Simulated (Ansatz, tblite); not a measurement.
Spin states of [CuF4]- (CuF₄⁻), formally d⁸, each relaxed with r2SCAN-D4/def2-SVPD in Ansatz. Electronic energies in the gas phase.

The xTB rows come from tblite. Correlated methods freeze 13 core orbitals.

Singlet geometry (D4h within 0.1 Å):

Cartesian coordinates in Å:
```
Cu 0.000 0.000 0.000
F 1.674 0.425 -0.399
F 0.483 -1.690 0.228
F -1.674 -0.425 0.399
F -0.483 1.690 -0.228
```

Triplet geometry (C2v within 0.1 Å):

Cartesian coordinates in Å:
```
Cu -0.104 0.013 0.103
F 1.281 1.152 -0.190
F 0.345 -0.803 1.673
F 0.036 -1.321 -1.121
F -1.558 0.959 -0.465
```

Run but left out: HF/STO-3G, B2PLYP/def2-TZVPD, PBE-QIDH/def2-TZVPD (singlet: restricted singlet, unstable in another Hartree–Fock run and untested here); HF/def2-TZVPD (singlet: restricted singlet, unstable towards broken spin symmetry).

Only these spin states were relaxed.

```csv
level,triplet − singlet (kcal/mol),lowest of these
PBE-D4/def2-TZVPD,18.8,singlet
BLYP-D4/def2-TZVPD,17.6,singlet
r2SCAN-D4/def2-TZVPD,15.7,singlet
r2SCANh-D4/def2-TZVPD,13.5,singlet
```

Task: Estimate the rows for GFN1-xTB, GFN2-xTB, PBE0-D4/def2-TZVPD, RPA@PBE/def2-TZVPD.

Result: 
```
             level  triplet − singlet (kcal/mol)  lowest of these
          GFN1-xTB                          27.7          singlet
          GFN2-xTB                          40.4          singlet
PBE0-D4/def2-TZVPD                          13.9          singlet
RPA@PBE/def2-TZVPD                          15.2          singlet
```

The xTB methods have no term that favours high spin, so they put low spin too low.

Task: How do the metal–ligand distances follow the spin state?

Result: 
```tsv
state	donor atoms	mean metal–ligand distance (Å)	range (Å)	Mulliken spin on the metal (PBE0)
singlet	4	1.773	1.77–1.77	0
triplet	4	1.821	1.82–1.83	1.09
```

⟨S²⟩ at PBE0-D4/def2-TZVPD: singlet 0.00 (pure 0.00), triplet 2.01 (pure 2.00).
